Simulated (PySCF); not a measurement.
Si(NHSiH3)(Me)(Cl)2 (CH7Cl2NSi2), SMILES C[Si](Cl)(Cl)N[SiH3].

The structure is a stationary point at PBE0-D3(BJ)/def2-SVP. One conformer was computed; it need not be the lowest.

These are PBE/def2-TZVP in PySCF values and carry that method's errors.

Isolated molecule, no solvent.

Computed frontier levels, gap, dipole moment and polarisability:
```json
{
  "highest_occupied_level": "-6.61 eV",
  "lowest_empty_level": "-0.82 eV",
  "orbital_gap": "5.79 eV",
  "dipole_moment": "0.376 e·Å",
  "quadrupole, principal values (traceless, Buckingham form, about the centre of nuclear charge)": "-4.04, -3.06, 7.10 D·Å",
  "mean_static_polarisability": "94.7 bohr³ (14.04 Å³)",
  "polarisability_principal_values": "86.7, 92.3, 105.2 bohr³"
}
```
